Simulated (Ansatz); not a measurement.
Total energies of Al$_{2}$BFH$_{4}$O (`F[B]([AlH2])[O][AlH2]`).

```xyz
9

F    -1.6564   -0.0015    1.2801
B    -0.4769    0.1883    0.6565
Al    0.9812    1.5137    1.5260
O    -0.2818   -0.4730   -0.4881
Al   -0.5164   -1.4783   -1.8329
H     1.0300    3.0576    1.1390
H     2.0762    0.9808    2.5520
H    -1.1376   -0.8195   -3.1225
H    -0.0182   -2.9682   -1.7101
```

The species carries charge 0 and has multiplicity 1. The structure was optimised at the PBE0-D4/def2-TZVP level. It is one conformer, not always the lowest. Basis def2-TZVPP, the Gaussian-basis code of Ansatz.

RPA on PBE orbitals: Hartree–Fock energy of these orbitals -685.32264 Eh, correlation -1.21866 Eh (frozen core).

| functional | energy without D4 (Eh) | D4 term (kJ/mol) |
| --- | --- | --- |
| B3LYP | -687.45879 | -26.2 |
| ωB97X-V | -687.25574 | – |

Problem. Give the same for LDA (SPW92), PBE, revPBE, BLYP, r2SCAN, B97M-V, PBE0, r2SCANh, r2SCAN0, HSE06 (plane-wave form), BHLYP, CAM-B3LYP, LC-ωPBE, ωB97M-V, B2PLYP, PBE-QIDH. (An estimate is asked.)

Solution. Ansatz gave: 
```tsv
functional	energy without D4 (Eh)	D4 term (kJ/mol)
LDA (SPW92)	-683.80933	–
PBE	-686.89704	-16.1
revPBE	-687.21861	-44.2
BLYP	-687.37620	-34.7
r2SCAN	-687.24664	-3.9
B97M-V	-687.24617	–
PBE0	-686.95159	-13.8
r2SCANh	-687.23239	-4.3
r2SCAN0	-687.21224	-4.7
HSE06 (plane-wave form)	-686.92995	-13.0
BHLYP	-687.32647	-21.5
CAM-B3LYP	-687.35361	-14.2
LC-ωPBE	-687.10947	–
ωB97M-V	-687.30450	–
B2PLYP	-687.04314	–
PBE-QIDH	-686.75128	–
```

B3LYP takes the VWN-RPA correlation (the form of Gaussian; ORCA's B3LYP/G). HSE06 is the plane-wave form, built on full-range PBE exchange. The double hybrids freeze the cores in their second-order part.

LC-ωPBE has ω = 0.4 bohr⁻¹.
